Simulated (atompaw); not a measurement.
# Before and after: PAW (atompaw) potential for rhenium (Re)

Re (Z = 75), PAW, made with atompaw 4.2.0.5 (PBE, scalar-relativistic). Core [Kr] 4d10 4f14, reference 5s2 5p6 5d5 6s1.5 6p0 (charge +0.5). Waves: 5s (bound): rc 1.60 bohr; 6s (bound): rc 1.95 bohr; 5p (bound): rc 1.50 bohr; 6p (bound, empty): rc 1.85 bohr; 5d (bound): rc 1.95 bohr; 5d channel at 0.6 Ry: rc 1.95 bohr; 5f channel at 0.05 Ry: rc 1.95 bohr. Local part: bessel scheme, radius 1.90 bohr. Core correction: smooth core density matched at 1.20 bohr. Augmentation charge: gaussian compensation charge, radius 1.60 bohr; PAW radius 1.95 bohr; waves and projectors: custom polynom gramschmidtortho.

Change: core [Kr] 4d10 4f14 5s2, valence charge 13; reference 5p6 5d5 6s1 6p1; waves now 6s (bound): rc 2.55 bohr; 6s channel at 2.2 Ry: rc 2.25 bohr; 5p (bound): rc 1.65 bohr; 6p (bound): rc 1.80 bohr; 5d (bound): rc 2.55 bohr; 5d channel at -0.15 Ry: rc 2.55 bohr; 5f channel at 0.2 Ry: rc 2.05 bohr; 5f channel at 1.45 Ry: rc 2.55 bohr; local potential bessel scheme, radius 2.40 bohr; core correction smooth core density matched at 1.45 bohr; augmentation gaussian compensation charge, radius 2.40 bohr; PAW radius 2.55 bohr; waves and projectors: custom polynom gramschmidtortho.

Cutoffs: the cutoffs (Ry, on a coarse ladder) from which the occupation-weighted sum of valence levels, in a spherical-Bessel basis at the reference potential, stays within 10 and 1 mRy of its value at 400 Ry; they do not see the model core or the augmentation charge, which bear on the density cutoff.

What does the change do?

The potential gets softer (35 Ry and 55 Ry → 30 Ry and 50 Ry); neither file shows a bound ghost. The shells moved into the core no longer need plane waves of their own. Several settings change at once here, so the effects cannot be laid on one of them.

| quantity | base | changed |
| --- | --- | --- |
| cutoff, loose | 35 Ry | 30 Ry |
| cutoff, tight | 55 Ry | 50 Ry |
| loose cutoff by channel (10 mRy a level) | s 18 Ry, p 25 Ry, d 21 Ry | s 6 Ry, p 25 Ry, d 12 Ry |
| bound ghosts | none | none |
| lowest overlap eigenvalue by channel | s 0.62, p 0.69, d 0.95, f 1.00 | s 0.98, p 0.91, d 0.95, f 0.93 |

 The cutoffs see the waves, projectors and local potential, not the compensation charge or the core.
